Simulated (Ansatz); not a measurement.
Reaction (cleavage of the Si–Si bond): `N[SiH](F)[Si](N)(O)O` + HBr → `N[SiH](F)Br` + `N[SiH](O)O`

Gas-phase electronic energies from Ansatz, PBE0-D4/def2-TZVP geometries. CCSD(T)/CBS is the MP2 limit (def2-TZVPP, def2-QZVPP) plus CCSD(T) − MP2 in def2-TZVPP, frozen cores. This one scheme is used for every species. Functionals use def2-TZVPP. B3LYP here is the variant with VWN-RPA as its local correlation; programs differ in this. For Br outer-core shells are correlated without core-valence functions, which leaves a few kJ/mol of doubt a bond. Scalar relativity is left out up to krypton. Each species was taken in one conformer, which may not be the lowest.

`N[SiH](F)[Si](N)(O)O`:

```xyz
14

N    -0.295    2.187    1.007
Si    0.680    0.790    1.052
F     0.641   -0.005    2.458
Si   -0.117   -0.639   -0.625
N     0.295   -2.293   -0.572
O     0.440   -0.187   -2.108
O    -1.743   -0.455   -0.434
H    -0.056    3.034    1.497
H    -1.290    2.095    0.875
H     2.090    1.242    0.918
H     0.134   -2.841    0.257
H     1.094   -2.622   -1.089
H     0.429    0.751   -2.301
H    -2.301   -1.056   -0.935
```

HBr:

Z-matrix (Å, degrees):
```
Br
H 1 1.420
```

`N[SiH](F)Br`:

Cartesian coordinates in Å:
```
N -0.347 -0.593 -0.835
Si 0.060 0.400 0.465
F -0.106 -0.279 1.897
Br 2.198 0.913 0.288
H 0.286 -1.281 -1.206
H -1.305 -0.765 -1.089
H -0.786 1.605 0.480
```

`N[SiH](O)O`:

Z-matrix (Å, degrees):
```
Si
O 1 1.639
O 1 1.639 2 116.1
N 1 1.714 2 107.1 3 -119.6
H 1 1.475 2 104.4 3 114.2
H 2 0.959 1 117.1 3 74.9
H 3 0.959 1 117.0 2 -75.2
H 4 1.008 1 119.6 2 171.6
H 4 1.008 1 119.6 2 -46.2
```

```tsv
level	ΔE (kcal/mol)	difference from CCSD(T)/CBS
PBE-D4	-22.9	5.3
r2SCAN-D4	-27.0	1.2
B3LYP-D4	-25.5	2.7
ωB97X-V	-26.7	1.5
ωB97M-V	-28.4	-0.2
PBE	-24.1	4.1
r2SCAN	-27.5	0.7
PBE0	-26.3	1.9
B3LYP	-27.3	0.9
SCS-MP2/def2-TZVPP	-29.5	-1.3
CCSD/def2-TZVPP	-27.9	0.3
HF/def2-QZVPP	-32.8	-4.6
MP2/def2-QZVPP	-30.4	-2.2
SCS-MP2/def2-QZVPP	-30.0	-1.8
HF/CBS(def2)	-32.8	-4.6
MP2/CBS(def2)	-30.8	-2.6
CCSD(T)/CBS	-28.2	0
```

Largest T1 diagnostic among the species: 0.012.

From PBE to PBE0 (25 % exact exchange), in def2-TZVPP and without D4, ΔE moves by −2.2 kcal/mol. The D4 term adds +1.8 kcal/mol with B3LYP and +1.2 kcal/mol with PBE0; it sums over pairs of atoms, weighted by their polarisabilities, and B3LYP, whose exchange is more repulsive, gets the larger term.
